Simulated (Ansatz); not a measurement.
Compare A (`[SiH3]CSCS`) with its isomer B (`[SiH3]CCSS`).

Program: Ansatz. Geometries: PBE0-D4/def2-TZVP. ΔE: electronic, gas phase. CCSD(T)/CBS is the MP2 limit (def2-TZVPP, def2-QZVPP) plus CCSD(T) − MP2 in def2-TZVPP, frozen cores. DFT in def2-TZVPP. B3LYP here is the variant with VWN-RPA as its local correlation; programs differ in this. Each species was taken in one conformer, which may not be the lowest.

A:

Z-matrix (Å, degrees):
```
Si
C 1 1.881
H 1 1.490 2 111.1
H 1 1.487 2 110.2 3 120.0
H 1 1.484 2 108.9 3 -120.4
S 2 1.815 1 111.2 3 -174.4
H 2 1.093 1 109.4 3 69.1
H 2 1.093 1 113.5 3 -49.7
C 6 1.803 2 99.8 1 79.9
S 9 1.797 6 110.7 2 -171.8
H 9 1.092 6 110.3 2 71.8
H 9 1.090 6 110.6 2 -48.6
H 10 1.343 9 96.2 6 64.7
```

B:

Z-matrix (Å, degrees):
```
Si
C 1 1.886
H 1 1.489 2 110.0
H 1 1.489 2 108.6 3 118.6
H 1 1.485 2 112.4 3 -121.9
C 2 1.518 1 114.6 3 41.3
H 2 1.096 1 108.6 3 -81.0
H 2 1.095 1 108.2 3 164.0
S 6 1.814 2 114.6 1 51.1
H 6 1.096 2 111.0 1 -64.2
H 6 1.093 2 112.0 1 175.7
S 9 2.038 6 103.8 2 56.9
H 12 1.348 9 99.0 6 87.9
```

(1) Which is lower in electronic energy at CCSD(T)/CBS, and by how much? (Best estimate.)

(2) Give E(B) − E(A) in kcal/mol with PBE0-D4, HF/def2-TZVPP, PBE-D4, CCSD/def2-TZVPP, MP2/def2-TZVPP, B3LYP, B2PLYP. (An estimate is asked.)

Largest T1 diagnostic: 0.011.

Results:

(1) Ansatz gave: B, by 7.7 kcal/mol.

(2) Ansatz gave: PBE0-D4 -9.0, HF/def2-TZVPP -6.8, PBE-D4 -9.3, CCSD/def2-TZVPP -7.3, MP2/def2-TZVPP -7.3, B3LYP -8.0, B2PLYP -7.7. None reverses the order clearly.

The D4 term adds −1.0 kcal/mol with B3LYP and −0.5 kcal/mol with PBE0; it sums over pairs of atoms, weighted by their polarisabilities, and B3LYP, whose exchange is more repulsive, gets the larger term.
